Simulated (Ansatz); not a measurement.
Input for Ansatz (a first-principles code): R-CCSD(T)/def2-SVPD on H4OSi (SMILES O[SiH3]) with ghost functions, monomers drawn apart or pushed together.

Ansatz 0.2 input:
```yaml
crystal:
  periodic: [false, false, false]
  atoms:
    - {symbol: O, position_ang: [1.01580092, -1.42940850, 3.92067061]}
    - {symbol: Si, position_ang: [0.89290203, -0.17079662, 4.97731211]}
    - {symbol: H, position_ang: [0.75684996, -1.26138220, 3.00517511]}
    - {symbol: H, position_ang: [1.77787677, 0.96068890, 4.59868423]}
    - {symbol: H, position_ang: [1.29797309, -0.69425978, 6.29757944]}
    - {symbol: H, position_ang: [-0.49531234, 0.35316672, 5.05362554]}
basis:
  gaussian:
    orbitals: def2-SVPD
    ghost_atoms:
      - {symbol: As, position_ang: [-0.37087047, -0.12669010, -0.24454212]}
      - {symbol: H, position_ang: [-1.82746168, -0.18720242, -0.67450692]}
      - {symbol: H, position_ang: [0.14982197, -0.50947290, -1.62037825]}
      - {symbol: H, position_ang: [-0.25696793, 1.36491626, -0.51510325]}
magnetization: {spin_polarized: false}
correlation: {method: ccsd_t, electrons: outside_noble_gas}
scf: {lower_state_search: off}
```

Question: What total energy does the run end on?

Answer: -366.3599 hartree (reference determinant -366.0130, T1 diagnostic 0.012).

Question: How many basis functions does it have, and what does it roughly cost on one machine?

Answer: 141 functions; very roughly 14 core-seconds.
